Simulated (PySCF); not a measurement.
The multiplicity is imposed and other spin states were not computed.

## [Ag(CO)(CN)] (charge 0, multiplicity 1)

Method: PySCF with TPSSh-D3(BJ)/def2-TZVP // r2SCAN-D4/def2-SVP.

The HOMO is -7.67 eV, the dipole moment is 1.599 e·Å and the LUMO is -3.52 eV. The HOMO–LUMO gap comes out as 4.16 eV and the charge on the central atom (Mulliken) comes out as 0.11 e. The mean C–O bond length of the carbonyls comes out as 1.132 Å and the total energy is -353.2079 Ha. The cost comes out as roughly 2.5 core-minutes.

```xyz
5

Ag     0.0262     0.0113    -0.0710
O      1.2193     0.2542    -2.9558
C      0.7880     0.1665    -1.9130
C     -0.7412    -0.1460     1.7844
N     -1.1869    -0.2382     2.8618
```
